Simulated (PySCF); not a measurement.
**Vertical excitation energies**

Compound: (Cl)2Al-S-SiH3.
Z-matrix (Å and degrees, PBE0-D3(BJ)/def2-SVP geometry), rows numbered from 1:
```
Al
Cl  1  2.0831
Cl  1  2.0904  2  119.25
S   1  2.1581  2  119.91  3  -179.92
Si  4  2.1671  1  100.57  2   176.62
H   5  1.4893  4  104.73  1   177.75
H   5  1.4904  4  110.94  1   -63.73
H   5  1.4893  4  111.34  1    58.91
```

Method: PySCF, TDDFT CAM-B3LYP/def2-SVPD, vertical, gas phase, core orbitals frozen in the response.

Q: List the vertical singlet excitations with oscillator strengths and describe the spectrum.

A: 

```json
{"state": "S1", "E (eV)": "5.73", "E (hartree)": "0.2107", "f": "0.016", "main configurations (H = HOMO, L = LUMO)": "H→L (92%)"}
{"state": "S2", "E (eV)": "6.14", "E (hartree)": "0.2256", "f": "0.055", "main configurations (H = HOMO, L = LUMO)": "H→L+1 (90%)"}
{"state": "S3", "E (eV)": "6.54", "E (hartree)": "0.2405", "f": "0.0084", "main configurations (H = HOMO, L = LUMO)": "H→L+2 (86%)"}
{"state": "S4", "E (eV)": "6.92", "E (hartree)": "0.2543", "f": "0.0068", "main configurations (H = HOMO, L = LUMO)": "H-1→L+1 (86%)"}
{"state": "S5", "E (eV)": "6.96", "E (hartree)": "0.2558", "f": "0.115", "main configurations (H = HOMO, L = LUMO)": "H-1→L (65%), H-2→L (18%)"}
{"state": "S6", "E (eV)": "7.10", "E (hartree)": "0.2609", "f": "0.074", "main configurations (H = HOMO, L = LUMO)": "H-2→L (70%), H-1→L (16%)"}
{"state": "S7", "E (eV)": "7.20", "E (hartree)": "0.2648", "f": "0.0002", "main configurations (H = HOMO, L = LUMO)": "H-2→L+1 (92%)"}
{"state": "S8", "E (eV)": "7.28", "E (hartree)": "0.2674", "f": "0.0059", "main configurations (H = HOMO, L = LUMO)": "H-3→L (54%), H→L+3 (22%), H→L+5 (12%)"}
{"state": "S9", "E (eV)": "7.35", "E (hartree)": "0.2702", "f": "0.0025", "main configurations (H = HOMO, L = LUMO)": "H-3→L (37%), H→L+3 (30%), H→L+5 (17%)"}
{"state": "S10", "E (eV)": "7.60", "E (hartree)": "0.2791", "f": "0.100", "main configurations (H = HOMO, L = LUMO)": "H-4→L (80%)"}
{"state": "S11", "E (eV)": "7.70", "E (hartree)": "0.2828", "f": "0.0034", "main configurations (H = HOMO, L = LUMO)": "H-4→L+1 (77%)"}
{"state": "S12", "E (eV)": "7.71", "E (hartree)": "0.2833", "f": "0.021", "main configurations (H = HOMO, L = LUMO)": "H-1→L+2 (42%), H-3→L+1 (23%), H-4→L+1 (15%)"}
{"state": "S13", "E (eV)": "7.79", "E (hartree)": "0.2861", "f": "0.025", "main configurations (H = HOMO, L = LUMO)": "H→L+5 (32%), H-5→L (28%), H→L+3 (20%)"}
{"state": "S14", "E (eV)": "7.82", "E (hartree)": "0.2875", "f": "0.0062", "main configurations (H = HOMO, L = LUMO)": "H-3→L+1 (47%), H-1→L+2 (24%)"}
{"state": "S15", "E (eV)": "7.93", "E (hartree)": "0.2913", "f": "0.047", "main configurations (H = HOMO, L = LUMO)": "H-5→L (52%), H→L+5 (18%), H→L+3 (13%)"}
```

Triplets, Tamm–Dancoff:

```csv
state,E (eV),λ (nm),"main configurations (H = HOMO, L = LUMO)"
T1,5.41,229.3,H→L (88%)
T2,5.50,225.6,H→L+1 (94%)
T3,6.16,201.2,H→L+2 (82%)
T4,6.43,192.7,H-1→L (84%)
```

The lowest singlet lies at 5.73 eV (216 nm, ultraviolet) and is weak; its leading configuration is HOMO→LUMO (92%). The most intense listed level is S5 at 6.96 eV (178 nm, f = 0.115), 1.23 eV above S1. Löwdin shares by element: HOMO sulfur 70%, silicon 11%, aluminium 8%, hydrogen 4% or more; LUMO aluminium 50%, chlorine 26%, sulfur 15%. Orbital energies (eV): HOMO-3 -11.13, HOMO-2 -10.78, HOMO-1 -10.42, HOMO -9.41, LUMO -0.53, LUMO+1 -0.15, LUMO+2 0.54. Of the 15 states listed, 8 reach f = 0.01 and 1 stays under 0.0005. The listed states span 2.19 eV. No computed singlet lies in the visible range (380 to 750 nm); the lowest, at 216 nm, stands 2.47 eV above its violet end (3.26 eV). The window holds the lowest 15 singlets.

One conformer stands for the species.
